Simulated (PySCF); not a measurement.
Assignment exercise: C$_{5}$H$_{8}$N$_{2}$O

Geometry:
```
atom   x (Å)   y (Å)   z (Å)
  C1  -1.749   0.866  -0.026
  C2  -1.459  -0.499   0.585
  C3  -0.245  -1.171  -0.072
  C4   0.992  -0.401   0.180
  N5   1.740   0.209  -0.693
  C6   2.717   0.755   0.076
  N7   2.583   0.502   1.341
  O8   1.458  -0.256   1.426
  H9  -0.905   1.538   0.109
 H10  -2.621   1.313   0.444
 H11  -1.940   0.773  -1.093
 H12  -1.271  -0.394   1.655
 H13  -2.325  -1.150   0.456
 H14  -0.121  -2.175   0.340
 H15  -0.383  -1.240  -1.151
 H16   3.520   1.339  -0.321
```

PySCF 2.14.0 with density-fitted response routines calculation with shieldings: GIAO PBE0/pcSseg-1 and coordinates at the GFN2-xTB level; non-relativistic Hamiltonian, no solvent model, a single conformation, averaged over atoms made equivalent by symmetry, fast rotation or ring inversion.

δ = σ(ref) − σ, references computed at the same level: TMS for 13C and 1H.

**Question.** Assign these signals to the numbered atoms. 13C{1H} NMR (computed): δ 187.1, 162.7, 32.8, 25.7, 15.2.

**Answer.** 
187.1 → C4, substituted aromatic carbon next to the ring oxygen
162.7 → C6, aromatic CH between two ring heteroatoms
32.8 → C3, sp3 CH2 on an aromatic ring: saturated and bonded to C and H only
25.7 → C2, sp3 CH2: aliphatic region, no heteroatom directly attached
15.2 → C1, methyl carbon: a saturated carbon with 1 carbon neighbour and no heteroatom attached

**Question.** Assign these signals to the numbered atoms. 1H NMR (400 MHz, computed): δ 8.32 (s, 1H), 3.15 (t, 2H), 1.93 (m, 2H), 0.83 (t, 3H).

**Answer.** 
```tsv
δ (ppm)	atoms	environment	reason
8.32	H16	hydrogen on an aromatic CH between two ring heteroatoms	ring-current deshielding
3.15	H14/H15	hydrogen on an sp3 CH2 on an aromatic ring	benzylic-type position, deshielded by the ring
1.93	H12/H13	hydrogen on an sp3 CH2	–
0.83	H9/H10/H11	hydrogen on a methyl carbon	far from electronegative atoms and π systems
```

Shifts are as computed. Against solution values, carbons near 30 ppm lie about +3 ppm off and those near 130 ppm about +5 ppm (rms about the fit 2.1 ppm; single classes can miss by 10 ppm). Of 1328 compounds with measured shifts, 309 miss one by over three times the rms of a fit or turn the order of signals round; such compounds aren't used in these exercises. Signals without a measured value on file couldn't be tested in this way; 1H shifts scatter by 0.2 ppm about their fit, and single ones miss by 0.5 ppm. Multiplicities follow the n + 1 count of equivalent neighbours, as no J values were calculated; m marks all less simple cases, F and P coupling included.
